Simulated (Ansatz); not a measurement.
Reaction (cleavage of the Si–Ge bond): `O[B](F)[GeH2][SiH3]` + `B1CN1` → `[SiH3]N1BC1` + `O[B](F)[GeH3]`

Gas-phase electronic energies from Ansatz, PBE0-D4/def2-TZVP geometries. CCSD(T)/CBS adds triple-zeta CCSD(T) − MP2 to the extrapolated MP2 energy (def2 sets, frozen cores). This one scheme is used for every species. Functionals use def2-TZVPP. B3LYP here is the variant with VWN-RPA as its local correlation; programs differ in this. For Ge outer-core shells are correlated without core-valence functions, which leaves a few kJ/mol of doubt a bond. Scalar relativity is left out up to krypton. One conformer a species, not always the lowest.

Is it downhill or uphill in electronic energy at CCSD(T)/CBS, and by how much? (Estimate.)

Ansatz gave: Downhill: ΔE = -11.5 kcal/mol.

What do these levels give: r2SCAN-D4, PBE0-D4, B3LYP-D4, PBE, SCS-MP2/def2-TZVPP, CCSD(T)/def2-TZVPP? (Estimate.)

Ansatz gave: r2SCAN-D4 -10.6, PBE0-D4 -8.8, B3LYP-D4 -11.8, PBE -7.5, SCS-MP2/def2-TZVPP -14.0, CCSD(T)/def2-TZVPP -11.8 kcal/mol.

Largest T1 diagnostic among the species: 0.013.

From PBE to PBE0 (25 % exact exchange), in def2-TZVPP and without D4, ΔE moves by −1.2 kcal/mol. In def2-TZVPP, CCSD(T) changes the Hartree–Fock value by +4.9 kcal/mol (the triples alone add +0.5 kcal/mol) and MP2 by +3.7 kcal/mol.
